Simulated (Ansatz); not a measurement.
`CCSCC` + `[OH][SnH2][SeH]` → `C[O][SnH2][SeH]` + `CCSC`  (substitution at a C–C bond)

Calculated with Ansatz (gas phase, PBE0-D4/def2-TZVP geometries, no zero-point term in ΔE). CCSD(T)/CBS is the MP2 limit (def2-TZVPP, def2-QZVPP) plus CCSD(T) − MP2 in def2-TZVPP, frozen cores. Functionals use def2-TZVPP. Elements past krypton have def2 core potentials. For Se, Sn outer-core shells are correlated without core-valence functions, which leaves a few kJ/mol of doubt a bond. Scalar relativity is left out up to krypton. One conformer a species, not always the lowest.

`CCSCC`:

```xyz
15

C     1.906   -0.342    0.442
C     1.086    0.931    0.400
S    -0.488    0.849    1.282
C    -1.375   -0.427    0.362
C    -1.661   -0.084   -1.086
H     2.089   -0.653    1.473
H     2.871   -0.192   -0.051
H     1.402   -1.163   -0.072
H     1.617    1.747    0.896
H     0.911    1.254   -0.630
H    -0.840   -1.376    0.446
H    -2.308   -0.544    0.920
H    -2.208    0.858   -1.163
H    -0.741    0.013   -1.666
H    -2.260   -0.871   -1.554
```

`[OH][SnH2][SeH]`:

Cartesian coordinates in Å:
```
O -0.631 1.386 0.870
Sn 0.613 0.251 -0.142
Se -0.645 -1.760 -1.011
H -1.484 1.474 0.438
H 1.180 1.089 -1.515
H 1.791 -0.153 1.013
H -0.825 -2.287 0.348
```

`C[O][SnH2][SeH]`:

```xyz
10

C     0.117    1.627   -0.245
O     0.565    0.821    0.814
Sn    0.471   -1.133    0.655
Se   -1.910   -1.792    0.121
H     0.707    1.483   -1.161
H    -0.939    1.448   -0.488
H     0.220    2.674    0.056
H     0.902   -1.679    2.202
H     1.482   -1.608   -0.636
H    -1.614   -1.841   -1.317
```

`CCSC`:

Cartesian coordinates in Å:
```
C 0.227 -0.888 -1.226
C -0.942 -0.429 -0.378
S -0.838 1.279 0.197
C 0.524 1.155 1.362
H 1.163 -0.869 -0.663
H 0.072 -1.915 -1.569
H 0.347 -0.247 -2.100
H -1.082 -1.079 0.491
H -1.871 -0.465 -0.952
H 0.310 0.416 2.137
H 1.466 0.911 0.869
H 0.625 2.133 1.833
```

```csv
level,ΔE (kJ/mol)
CAM-B3LYP-D4,54.2
BHLYP,53.4
LC-ωPBE,58.8
CCSD/def2-TZVPP,58.4
```

(1) What does CCSD(T)/CBS give? (Best estimate.)

(2) What do rigid-rotor, harmonic-oscillator terms from PBE0-D4/def2-TZVP frequencies (298.15 K, 1 bar) make of the CCSD(T)/CBS value? (Best estimate.)

Largest T1 diagnostic among the species: 0.012.

Results:

(1) Ansatz gave: +60.3 kJ/mol. The listed levels differ from it by -6.1, -6.9, -1.5, -1.9 kJ/mol.

(2) Computed: ΔZPE = -1.3 kJ/mol, ΔH = +59.9 kJ/mol, ΔS = 14 J/(mol·K), ΔG = +55.7 kJ/mol.

From BLYP to BHLYP (50 % exact exchange), in def2-TZVPP and without D4, ΔE moves by +4.5 kJ/mol. Leaving LDA and LC-ωPBE aside and taking each functional with its dispersion term where it has one, the values, not all of them listed here, spread over 10.4 kJ/mol, from BLYP-D4 to PBE-QIDH. LDA lies +5.6 kJ/mol from PBE without D4.
